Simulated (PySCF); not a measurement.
**Fe⁺: ionisation energy**

Fe⁺ [Ar] 3d6 4s1 (6D) → Fe²⁺ [Ar] 3d6 (5D), as a difference of total energies. Calculation: PySCF 2.14, in aug-cc-pVDZ (7s6p4d2f, 59 functions); no relativity, point nucleus. Correlated levels: valence: [Ar] frozen. The calculations carry no spin-orbit coupling.

| method | ionisation energy (eV) | difference from reference (eV) |
| --- | --- | --- |
| UHF | 15.146 | -1.053 |
| LDA | 16.806 | +0.607 |
| PBE | 16.574 | +0.375 |
| PBE0 | 16.272 | +0.073 |
| r2SCAN | 16.444 | +0.245 |
| B97-3 | 15.982 | -0.217 |
| M06-2X | 15.853 | -0.346 |
| M06-L | 15.690 | -0.509 |
| TPSSh | 16.195 | -0.004 |
| MP2 (valence) | 15.685 | -0.514 |
| SCS-MP2 (valence) | 15.459 | -0.740 |

Reference: 16.199 eV (measured; NIST Atomic Spectra Database, ionization energies).

These non-relativistic numbers lack the scalar-relativistic shift.

Errors of the correlated levels include the incompleteness of this basis and the frozen core.
